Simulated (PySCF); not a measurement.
CH₄ClFO₂Si. Atoms are numbered in the order given.

```xyz
10

C     -2.1495    -0.4629     1.0020
O     -1.2171     0.5313     0.6563
Si     0.3030     0.2946     0.1448
O      1.2027    -0.3626     1.3398
F      0.8818     1.7242    -0.2927
Cl     0.3518    -0.9045    -1.5174
H     -1.8355    -1.0092     1.9067
H     -2.2884    -1.1872     0.1815
H     -3.1138     0.0240     1.2039
H      2.0909    -0.6653     1.1300
```
Charge 0, spin multiplicity 1.

The structure is a stationary point at PBE0-D3(BJ)/def2-SVP. The values are those of a single conformer.

These are PBE/pcSseg-1 in PySCF values and carry that method's errors.

GIAO shieldings, no solvent; atoms alike by connectivity are averaged. δ = σ(ref) − σ: ¹³C against TMS (σ = 182.0 ppm); ¹⁷O against H2O (σ = 334.3 ppm); ²⁹Si against TMS (σ = 335.4 ppm); ¹⁹F against CFCl3 (σ = 133.6 ppm); ³⁵Cl against HCl (σ = 936.5 ppm); ¹H against TMS (σ = 31.49 ppm), references at their B3LYP-D3(BJ)/def2-TZVP geometries, non-relativistic (without spin–orbit terms, shifts of atoms bonded to Cl or Br come out too high).

Computed chemical shifts:
```json
[
 {"nucleus": "¹³C", "atoms": "C1", "count": "1", "δ (ppm)": "56.3"},
 {"nucleus": "¹⁷O", "atoms": "O4", "count": "1", "δ (ppm)": "77.6"},
 {"nucleus": "¹⁷O", "atoms": "O2", "count": "1", "δ (ppm)": "49.0"},
 {"nucleus": "²⁹Si", "atoms": "Si3", "count": "1", "δ (ppm)": "-61.6"},
 {"nucleus": "¹⁹F", "atoms": "F5", "count": "1", "δ (ppm)": "-153.7"},
 {"nucleus": "³⁵Cl", "atoms": "Cl6", "count": "1", "δ (ppm)": "37.5"},
 {"nucleus": "¹H", "atoms": "H7, H8, H9", "count": "3", "δ (ppm)": "4.10"},
 {"nucleus": "¹H", "atoms": "H10", "count": "1", "δ (ppm)": "2.45"}
]
```
